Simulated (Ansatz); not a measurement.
GaGe₉H₁₈⁻, a doped cluster cut from the lattice of germanium (Ga on a surface site). The state is a singlet with charge -1. Geometry PBE-D4/def2-SVP, basis def2-TZVP, Ansatz.

```tsv
atom	x (Å)	y (Å)	z (Å)
Ge1	-0.844	-1.525	2.512
Ge2	3.175	-1.860	2.109
Ge3	-3.039	0.154	-0.295
Ge4	-1.357	1.605	-3.685
Ga5	1.014	-0.305	-0.975
Ge6	-0.789	0.122	0.690
Ge7	3.122	-0.175	0.320
Ge8	1.315	-1.556	3.676
Ge9	0.843	1.567	-2.590
Ge10	-3.162	1.866	-2.047
H11	-1.980	-1.315	3.572
H12	-1.070	-2.961	1.939
H13	4.503	-1.904	2.943
H14	3.019	-3.303	1.525
H15	-4.211	0.392	0.720
H16	-3.353	-1.217	-0.977
H17	-1.538	2.714	-4.780
H18	-1.637	0.257	-4.429
H19	0.807	-1.728	-1.663
H20	-0.712	1.494	1.451
H21	3.363	1.168	1.095
H22	4.477	-0.402	-0.448
H23	1.498	-0.193	4.420
H24	1.341	-2.647	4.801
H25	0.954	3.007	-1.974
H26	1.859	1.602	-3.790
H27	-3.036	3.273	-1.376
H28	-4.565	1.867	-2.747
```

```json
{"run": "A", "HOMO (eV)": "-3.38", "LUMO (eV)": "2.16"}
{"run": "B", "HOMO (eV)": "-3.01", "LUMO (eV)": "1.81"}
{"run": "C", "HOMO (eV)": "-2.51", "LUMO (eV)": "1.41"}
{"run": "D", "HOMO (eV)": "-5.33", "LUMO (eV)": "4.01"}
{"run": "E", "HOMO (eV)": "-2.72", "LUMO (eV)": "1.59"}
```

HSE06 is defined as in plane-wave codes, on full-range PBE exchange. Single mean-field runs in def2-TZVP are fitted with def2-universal-jkfit.

Question: The runs used HSE06, PBE, PBE0, r2SCAN, ωB97X-V. Estimate which is which.

Answer: A PBE0 (25 % exact exchange); B HSE06 (range-separated); C PBE (0 % exact exchange); D ωB97X-V (range-separated); E r2SCAN (0 % exact exchange). Exact exchange lowers occupied and raises empty levels; among semilocal functionals meta-GGAs tend to open the gap a little, and such runs are hard to tell apart. The gap grows from 3.92 eV (PBE) to 9.34 eV (ωB97X-V).
